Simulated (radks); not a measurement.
Values are calculated unless marked as measured or tabulated.
Question: Ionisation of As31+, [He], to As32+, 1s1, under several functionals. Dirac Kohn-Sham, spin-unpolarised, spherical densities, point nucleus; a radial shooting solver on a logarithmic mesh with Libxc functionals. Known Delta-SCF values: SOGGA 14498.6 eV; revPBE 14513.4 eV. What does HCTH/407 give, and what is its highest occupied eigenvalue?

Answer: 14507.5 eV by Delta-SCF; the 1s1/2 eigenvalue is -14256.4 eV. NIST: 14447.7 eV (theoretical).

Beside tabulated values, note that spin-unpolarised runs miss the spin-polarisation part of the exchange energy of open shells.
